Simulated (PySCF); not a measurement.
**ORD: `C[C@H]1[C@H](F)[C@@H]1[Si@@H](C)Cl`, C$_{5}$H$_{10}$ClFSi**

Cartesian coordinates in Å; atom numbers follow the order of the lines, from 1:
```xyz
18

C    -2.6850    0.2507   -0.6311
C    -1.4671   -0.1479    0.1615
C    -0.5397   -1.1898   -0.3558
F     0.0118   -2.0676    0.5386
C    -0.0815    0.2344   -0.3136
Si    1.2515    0.7436    0.9267
C     2.8940   -0.1088    0.5106
Cl    1.4667    2.7551    0.7529
H    -3.5200   -0.4105   -0.4057
H    -2.4825    0.2015   -1.6987
H    -2.9757    1.2694   -0.3815
H    -1.6179   -0.1502    1.2341
H    -0.7245   -1.6963   -1.2951
H    -0.0494    0.7210   -1.2822
H     0.8093    0.4583    2.2918
H     2.7999   -1.1874    0.5898
H     3.6817    0.2071    1.1886
H     3.2196    0.1236   -0.5007
```

Method: PySCF 2.14.0, TDDFT CAM-B3LYP/def2-SVPD circular dichroism and optical rotation, one conformer, gas phase. Geometry: GFN2-xTB.

The molecule is flexible and this is one conformer; a measurement averages over conformers.

Stereocentres: C2 S, C3 S, C5 R, Si6 R.

Task: What is the specific rotation at 633, 589.3, 546, 436, 405, 365, 355 nm?

Result: [α] in deg dm⁻¹ (g/mL)⁻¹:
| λ (nm) | origin-invariant length gauge | modified velocity gauge | length gauge (centre of mass) | isotropic polarisability (au) |
| --- | --- | --- | --- | --- |
| 633 | +20.3 | +21.3 | +20.1 | 98.1 |
| 589.3 | +23.4 | +24.6 | +23.2 | 98.5 |
| 546 | +27.3 | +28.8 | +27.1 | 98.9 |
| 436 | +43.0 | +45.4 | +42.7 | 100.6 |
| 405 | +49.9 | +52.7 | +49.5 | 101.3 |
| 365 | +61.1 | +64.7 | +60.6 | 102.6 |
| 355 | +64.4 | +68.2 | +64.0 | 103.1 |

Task: And for the mirror image at 589.3 nm?

Result: -23.4 deg dm⁻¹ (g/mL)⁻¹ (origin-invariant length gauge): the same size and the opposite sign.

Task: What is the molar rotation [Φ] = [α]·M/100 of the geometry above at 589.3 nm?

Result: With M = 152.67 g/mol, +35.8 deg cm² dmol⁻¹ (origin-invariant length gauge).

The first excitation lies at 7.58 eV (163 nm) with R = -14.6 × 10⁻⁴⁰ esu² cm² (velocity form).
